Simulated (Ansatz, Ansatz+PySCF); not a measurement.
| atom | x (Å) | y (Å) | z (Å) |
| --- | --- | --- | --- |
| N | 0.0000 | 0.0000 | -0.1456 |
| H | 0.0000 | 0.7999 | 0.5097 |
| H | 0.0000 | -0.7999 | 0.5097 |
| H | 10.0000 | 0.0000 | 0.0000 |

Basis set: 6-31G* (spherical functions). Left uncorrelated: 1 orbital. Charge 0, multiplicity 1.

Computed with Ansatz (development build ahead of 0.2.0); each method stands on the lowest determinant of its kind that the runs found.

The atomization energy at this shape (free ground-state atoms in the same class of orbitals less the molecule, no zero-point energy) of singlet NH3 in separate pieces:

| method | atomization energy |
| --- | --- |
| UHF-CCSD(T) | 6.55 eV |
| UHF | 4.75 eV |
| RHF | -2.95 eV |

Q: What does UHF-MP2 give?

A: 6.44 eV. Caution for UHF-CCSD(T), UHF-MP2: bonds are stretched, where a single reference can fail. Caution for UHF-CCSD(T), UHF-MP2, UHF: the unrestricted determinant is a mixture of spin states. Caution for RHF: an unrestricted determinant lies well below; the molecule lies well above its atoms at this level.
